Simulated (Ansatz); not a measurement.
System: GaNOH4, charge 0, singlet. GaNOH4 (SMILES [NH2][GaH][OH]).
B3LYP-D3(BJ)/def2-TZVP minimum from Ansatz (an electronic-structure program):
```
Ga
O 1 1.7995
H 2 0.9617 1 114.81
N 1 1.8227 2 117.57 3 0.00
H 4 1.0063 1 123.28 2 180.00
H 4 1.0063 5 111.99 1 180.00
H 1 1.5465 2 118.22 3 180.00
```
Charge 0, spin multiplicity 1.

Quantity: atomisation energy (electronic, to ground-state atoms), in kcal/mol. Open shells are spin-unrestricted; no spin-orbit coupling. Correlated methods leave the cores frozen (noble-gas shells, and filled d and f shells in the p block). No relativity. CBS(X,Y): correlation extrapolated as X^-3, Hartree-Fock from the larger set. A bracket is a step between two methods taken in the basis named. For partners of very few electrons the exact lower level stands in for a higher one.

CCSD(T)/CBS(cc-pVTZ,cc-pVQZ) + [CCSDT(Q) - CCSD(T)]/cc-pVDZ (Ansatz) gives 530.5 kcal/mol.

Task: What does PBE/def2-TZVPD (Ansatz) give here, and how do the other levels compare?

Result: PBE gives 530.1 kcal/mol, 0.4 kcal/mol below it. Differences of the others: B3LYP/def2-TZVPD (Ansatz) -11.2; PBE0/def2-TZVPD (Ansatz) -14.0; wB97M-V/def2-TZVPD (Ansatz) -4.9; CCSD(T)/CBS(cc-pVTZ,cc-pVQZ) (Ansatz) -0.9 kcal/mol.
